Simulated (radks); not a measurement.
The numbers below are computed, except where a source is named.
Problem. Neutral vanadium: order these configurations by energy. Level of theory: Dirac Kohn-Sham, PBE, spin-unpolarised, spherical densities, finite nucleus; Fermi nuclear charge, rms radius of each element as measured or else 0.836 A^(1/3) + 0.57 fm (a radial shooting solver on a logarithmic mesh with Libxc functionals). Sub-shells are occupied by j as written (lower j first in brackets). [Ar] 3d(3/2: 2, 5/2: 0) 4s2 4p(1/2: 1, 3/2: 0); [Ar] 3d(3/2: 3, 5/2: 0) 4s1 4p(1/2: 1, 3/2: 0); [Ar] 3d(3/2: 3, 5/2: 0) 4s2; [Ar] 3d(3/2: 4, 5/2: 0) 4s1.

Solution. From the lowest, in eV above it: [Ar] 3d(3/2: 3, 5/2: 0) 4s2 0.000; [Ar] 3d(3/2: 4, 5/2: 0) 4s1 0.572; [Ar] 3d(3/2: 3, 5/2: 0) 4s1 4p(1/2: 1, 3/2: 0) 3.321; [Ar] 3d(3/2: 2, 5/2: 0) 4s2 4p(1/2: 1, 3/2: 0) 5.770.
